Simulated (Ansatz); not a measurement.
`C=[C]([GaH2])[InH2]` + H₂S → `[SH][GaH2]` + `C=[CH][InH2]` at 600 K and 1 bar (ligand exchange at a Ga–C bond).

Isolated molecules relaxed with PBE0-D4/def2-TZVP in Ansatz; ΔE leaves out vibrations. CBS: MP2 limit from def2 TZ/QZ plus the TZ coupled-cluster correction, frozen cores. This one scheme is used for every species. Elements past krypton have def2 core potentials. For Ga, In outer-core shells are correlated without core-valence functions, which leaves a few kJ/mol of doubt a bond. Scalar relativity is left out up to krypton.

| species | CCSD(T)/CBS energy (Eh) | H − E (kJ/mol) | S (J/(mol·K)) |
| --- | --- | --- | --- |
| `C=[C]([GaH2])[InH2]` | -2193.38903 | 214.0 | 478.9 |
| H₂S | -398.97279 | 60.8 | 230.9 |
| `[SH][GaH2]` | -2323.53734 | 95.0 | 327.9 |
| `C=[CH][InH2]` | -268.86241 | 186.1 | 379.4 |

H − E and S are ideal-gas, rigid-rotor, harmonic terms from PBE0-D4/def2-TZVP. 1 Eh = 2625.50 kJ/mol, R = 8.31446 J/(mol·K).

Q: By hand: ΔE, ΔH, ΔS and ΔG.

A: ΔE = (-2323.53734) + (-268.86241) − (-2193.38903) − (-398.97279) = -0.03793 Eh = -99.6 kJ/mol. Δ(H − E) = 95.0 + 186.1 − 214.0 − 60.8 = 6.3, so ΔH = -93.3 kJ/mol. ΔS = 327.9 + 379.4 − 478.9 − 230.9 = -2.5 J/(mol·K). ΔG = -93.3 − 600 × (-2.5)/1000 = -91.8 kJ/mol.

Q: By hand: the equilibrium constant, and the temperature at which ΔG would vanish if ΔH and ΔS stayed fixed.

A: log₁₀ K = −ΔG/(RT ln 10) = 8.0. ΔG = 0 at ΔH/ΔS = 37320 K, far beyond where these terms or the molecules hold.

The number of gas molecules stays the same, so ΔS is small and ΔH decides. A doubt of 5 kJ/mol in ΔE shifts log₁₀ K by 0.4 here. These are equilibria of isolated gas molecules and say nothing of rates. Largest T1 diagnostic: 0.014 (customary marks: 0.02 for closed shells, 0.045 for open ones).
